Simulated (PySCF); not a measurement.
Species: C3H11PSi2.
SMILES: `C=C(C)[SiH2][SiH2]P`

Torsions of this conformer, `[CH2:1]=[C:2]([CH3:3])[SiH2:4][SiH2:5][PH2:6]`: C1–C2–Si4–Si5 106°, C2–Si4–Si5–P6 3°, H–P6–Si5–Si4 -158°, H–P6–Si5–Si4 -63°.

The closed-shell ground state was solved at several levels (PySCF, density fitting, gas phase, non-relativistic). Isolated species at its PBE0-D3(BJ)/def2-SVP geometry (one conformer only).

```tsv
level	basis functions	total energy (Eh)	HOMO (eV)	LUMO (eV)	gap (eV)	dipole (D)
PBE0/pcSseg-1	178	-1040.6787	-7.41	-0.51	6.90	0.67
CAM-B3LYP/def2-SVPD	220	-1040.8231	-8.64	0.54	9.18	0.50
```

**Question.** Estimate the row for B3LYP/pcSseg-1, a basis of 178 functions; the other rows only guide the guess.

**Answer.** Total energy -1041.2775 Eh, HOMO -7.19 eV, LUMO -0.66 eV, gap 6.53 eV, dipole 0.59 D.

**Question.** Over all these levels, which gives the widest orbital gap and which the narrowest?

**Answer.** CAM-B3LYP/def2-SVPD (range-separated hybrid) has the widest, 9.18 eV, and B3LYP/pcSseg-1 (global hybrid, 20 % exact exchange) the narrowest, 6.53 eV. Functional and basis both differ between the two, so the spread mixes both effects.

**Question.** How far do the dipole and the HOMO energy spread over the levels?

**Answer.** The dipole runs from 0.50 to 0.67 D (mean 0.59 D) and the HOMO from -8.64 to -7.19 eV.
